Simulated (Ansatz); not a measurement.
`C[O][Sn]([OH])([F])[Cl]` + CH₄ → `[CH3][Sn]([OH])([F])[Cl]` + CH₃OH  (formal exchange of groups at the Sn–O bond)

Computed with Ansatz on PBE0-D4/def2-TZVP structures; ΔE is electronic, products minus reactants. CCSD(T)/CBS is the MP2 limit (def2-TZVPP, def2-QZVPP) plus CCSD(T) − MP2 in def2-TZVPP, frozen cores. This one scheme is used for every species. DFT in def2-TZVPP. B3LYP here is the variant with VWN-RPA as its local correlation; programs differ in this. def2 core potentials past Kr. For Sn outer-core shells are correlated without core-valence functions, which leaves a few kJ/mol of doubt a bond. Each species was taken in one conformer, which may not be the lowest.

Question: Is it downhill or uphill in electronic energy at CCSD(T)/CBS, and by how much? (An estimate is asked.)

Answer: Computed: Uphill: ΔE = +3.5 kcal/mol.

Question: What do these levels give: B97M-V, B3LYP-D4, B2PLYP, r2SCAN0, CAM-B3LYP, HF/CBS(def2)? (An estimate is asked.)

Answer: Computed: B97M-V 5.8, B3LYP-D4 3.9, B2PLYP 3.8, r2SCAN0 2.6, CAM-B3LYP 3.3, HF/CBS(def2) 4.4 kcal/mol.

Largest T1 diagnostic among the species: 0.014.

From r2SCAN to r2SCAN0 (25 % exact exchange), in def2-TZVPP and without D4, ΔE moves by −1.5 kcal/mol. Leaving LDA and LC-ωPBE aside and taking each functional with its dispersion term where it has one, the values spread over 4.0 kcal/mol, from PBE0-D4 to B97M-V. LDA lies −1.3 kcal/mol from PBE without D4.
